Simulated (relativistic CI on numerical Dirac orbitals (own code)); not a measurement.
## What each ingredient does to the levels of Dy LXIV

Base calculation: Dirac-Coulomb-Breit CI, separate exchange-only KLI orbitals for each configuration, model QED, unscaled Slater integrals.

CI space (outside the closed core 1s2): 2s, 2p, 3s, 3p, 3d, 4s, 4p, 4d, 4f, 5s, 5p, 5d, 5f, 5g. Levels of other configurations are missing.

Variants: (1) P86 correlation estimate; (2) configuration mixing switched off; (3) non-relativistic limit. Shifts of the energy above 2s 2S_1/2, in eV, for the lowest level and the first level of each name with at least 55 % of one term (blank where a level changes its place among those of its configuration and J or its character, or is not in the variant):

| Level | Base | Δ(1) | Δ(2) | Δ(3) |
| --- | --- | --- | --- | --- |
| 2s 2S_1/2 | 0.0 | 0.0 | 0.0 | 0.0 |
| 2p 2P°_1/2 | 161.2 | -0.3 | 0.0 | -37.7 |
| 2p 2P°_3/2 | 1060.4 | -0.3 | 0.0 | -937.0 |
| 3s 2S_1/2 | 8594.9 | +0.5 | 0.0 | -728.5 |
| 3p 2P°_1/2 | 8638.8 | +0.5 | -0.1 | -737.8 |
| 3p 2P°_3/2 | 8906.6 | +0.5 | 0.0 | -1005.6 |
| 3d 2D_3/2 | 8918.4 | +0.6 | 0.0 | -1002.8 |
| 3d 2D_5/2 | 8996.5 | +0.6 | 0.0 | -1080.9 |
| 4s 2S_1/2 | 11547.3 | +0.9 | 0.0 | -942.7 |
| 4p 2P°_1/2 | 11565.1 | +0.9 | -0.1 | -946.2 |
| 4p 2P°_3/2 | 11677.5 | +0.9 | 0.0 | -1058.6 |
| 4d 2D_3/2 | 11682.5 | +1.0 | 0.0 | -1057.6 |
| 4d 2D_5/2 | 11715.6 | +1.0 | 0.0 | -1090.7 |
| 4f 2F°_5/2 | 11715.8 | +1.0 | 0.0 | -1090.5 |
| 4f 2F°_7/2 | 11731.9 | +1.0 | 0.0 | -1106.6 |
| 5s 2S_1/2 | 12893.9 | +1.2 | 0.0 | -1025.3 |
| 5p 2P°_1/2 | 12902.9 | +1.2 | -0.1 | -1026.9 |
| 5p 2P°_3/2 | 12960.1 | +1.2 | 0.0 | -1084.2 |
| 5d 2D_3/2 | 12962.6 | +1.2 | 0.0 | -1083.6 |
| 5d 2D_5/2 | 12979.6 | +1.2 | 0.0 | -1100.6 |
| 5f 2F°_5/2 | 12979.7 | +1.2 | 0.0 | -1100.5 |
| 5g 2G_7/2 | 12988.0 | +1.2 | 0.0 | -1108.8 |

At this charge energies of transitions that change n are usually good to better than 1 %, and those within a shell (Δn = 0) to a few per cent.

Ionisation energy from the two ground configurations alone: base 15226.9 eV. The NIST ASD value (theoretical) is 15228.1 eV.
